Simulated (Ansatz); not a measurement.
CH5Al2FSe. Total charge 0; spin multiplicity 1. The bonds changed during the relaxation, so this is another structure than the one it started from. Geometry: relaxed with PBE0-D4/def2-TZVP. It is one conformer, not always the lowest.

```xyz
10

F    -2.728    0.380    0.783
C    -1.561    0.192    0.106
Al    0.048    1.175    0.622
Se   -0.384   -1.171    1.129
Al    1.316   -0.968   -0.624
H    -1.774   -0.245   -0.869
H     1.180    0.826   -0.578
H     0.387    2.384    1.562
H     0.759   -1.284   -2.070
H     2.755   -1.290   -0.061
```

**Question.** What is the dipole moment at ωB97M-V/def2-TZVPP? (Best estimate.)

**Answer.** The calculation gave: 1.26 D, with components (0.52, 0.92, -0.69) D in this frame, pointing from negative to positive charge.

**Question.** And with PBE, r2SCAN, B3LYP? (Estimate.)

**Answer.** Ansatz gave: PBE 0.97 D, r2SCAN 1.14 D, B3LYP 1.20 D.

**Question.** Give the Mulliken charges with ωB97M-V, r2SCAN, PBE in def2-TZVPP. (An estimate is asked.)

**Answer.** The calculation gave: 
| atom | ωB97M-V | r2SCAN | PBE |
| --- | --- | --- | --- |
| F1 | -0.19 | -0.20 | -0.16 |
| C2 | -0.07 | 0.01 | -0.01 |
| Al3 | 0.35 | 0.41 | 0.29 |
| Se4 | -0.13 | -0.15 | -0.10 |
| Al5 | 0.31 | 0.42 | 0.29 |
| H6 | 0.15 | 0.11 | 0.13 |
| H7 | -0.12 | -0.15 | -0.10 |
| H8 | -0.07 | -0.12 | -0.09 |
| H9 | -0.12 | -0.16 | -0.12 |
| H10 | -0.11 | -0.16 | -0.12 |

B3LYP here is the variant with VWN-RPA as its local correlation; programs differ in this.
